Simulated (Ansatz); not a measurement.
**Counterpoise correction, worked out**

The pair of F⁻ (SMILES [F-], atom 1) and CH₃F (SMILES CF, atoms 2–6), both closed shells, in one local arrangement (a lower one may exist), relaxed at PBE0-D4/def2-TZVPD:

```tsv
atom	x (Å)	y (Å)	z (Å)
F1	-0.4830	0.2319	-2.3252
C2	0.1213	-0.0773	0.4082
F3	-0.5355	0.6884	1.3929
H4	-0.2304	0.1629	-0.6278
H5	-0.0662	-1.1309	0.6441
H6	1.1937	0.1252	0.5077
```

Program: Ansatz 0.2.0. Basis: def2-TZVPPD. Cores are frozen in the correlated methods.

CCSD(T) total energies in eV:

| system | geometry | basis functions | energy |
| --- | --- | --- | --- |
| pair | pair | all | -6512.67911 |
| F⁻ | as in the pair | all (partner as ghosts) | -2714.27840 |
| CH₃F | as in the pair | all (partner as ghosts) | -3797.80334 |
| F⁻ | as in the pair | its own | -2714.25079 |
| CH₃F | as in the pair | its own | -3797.79760 |
| F⁻ | free (PBE0-D4 minimum) | its own | -2714.25079 |
| CH₃F | free (PBE0-D4 minimum) | its own | -3797.83987 |

Q: Work out the interaction energy with and without the counterpoise correction, the superposition error, and the binding energy from the relaxed fragments.

A: Without correction: -6512.67911 − (-2714.25079) − (-3797.79760) = -0.63072 eV.
With correction (each fragment in the whole basis): -6512.67911 − (-2714.27840) − (-3797.80334) = -0.59737 eV = -13.78 kcal/mol.
The superposition error is the difference, 0.03335 eV, 5 % of the uncorrected value: each fragment borrows its partner's functions.
Deformation from the free shapes: 0.00000 eV for F⁻ and 0.04227 eV for CH₃F.
Binding energy from relaxed fragments: -0.59737 + 0.00000 + 0.04227 = -0.55510 eV = -12.80 kcal/mol (electronic, without zero-point energy; negative means bound). For comparison, the corrected interaction energy by CCSD(T) at an estimated basis limit (MP2 extrapolated from triple and quadruple zeta, plus CCSD(T) − MP2 in triple zeta) is -0.634 eV; triple zeta with the correction binds less.

T1 diagnostic: at most 0.023.

For scale, one of the runs: CCSD(T)/def2-TZVPPD, 168 basis functions, launched by `ansatz run in.yaml --threads 2 --pin off --events-out ev --progress --plain --max-ram 5222MiB`. Time: 12 s of wall clock on 2 CPU threads of an Intel Xeon Platinum 8375C; the host was shared. Peak host memory: 1.1 GiB.
